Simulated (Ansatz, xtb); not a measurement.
## FGeH5OSi: 4 structures ranked

4 gas-phase structures of FGeH5OSi, from a drawn sample of its isomers (lower ones may exist). Each was relaxed with GFN2-xTB; where two conformers were screened, the lower at r2SCAN-D4/def2-SVP//GFN2-xTB is listed:

A. `[OH][Ge@@H]([F])[SiH3]`, a singlet
B. `O[SiH2][GeH2][F]`, a singlet
C. `O[Si@@H](F)[GeH3]`, a singlet
D. `[OH][GeH2][SiH2]F`, a singlet

Make a reasoned guess at their ranking by r2SCAN-D4/def2-SVP//GFN2-xTB single-point energy.

Calculated order at r2SCAN-D4/def2-SVP//GFN2-xTB: C (0.0), D (22.7), B (22.9), A (27.6) kcal/mol. Less than 1 kcal/mol parts D and B, so the order within that pair means little.

Energies above the lowest of each column, in kcal/mol; the last columns are at r2SCAN-D4/def2-SVP geometries and were run for some of them only (a dash: not run or not comparable):

```
structure  GFN2-xTB  HF/STO-3G  r2SCAN-D4/def2-SVP//GFN2-xTB  r2SCAN-D4/def2-SVP  CCSD(T)/def2-SVP + ΔMP2/def2-TZVPP
        C       0.0        0.0                           0.0                 0.0                                 0.0
        D      11.8       13.1                          22.7                22.6                                22.6
        B       5.8       22.7                          22.9                20.5                                23.9
        A      16.1       19.4                          27.6                   –                                   –
```

Every level run on C puts it lowest or level with the lowest. Flexible structures stand in one conformer each, not always the lowest. Frequencies (r2SCAN-D4/def2-SVP) were run for B, C, D alone. The ΔMP2 step shifts differences by up to 3.2 kcal/mol, which makes them less sure. ΔMP2 is the change of the MP2 energy from the smaller to the larger basis.

Over these structures GFN2-xTB departs from r2SCAN-D4/def2-SVP//GFN2-xTB by 4.9 kcal/mol on average once a common shift is removed. A GFN2-xTB relaxation took about 0.087 s and the r2SCAN-D4/def2-SVP//GFN2-xTB energy about 1.4 s on a shared host (Ansatz 0.2.0, xtb 6.7.1).
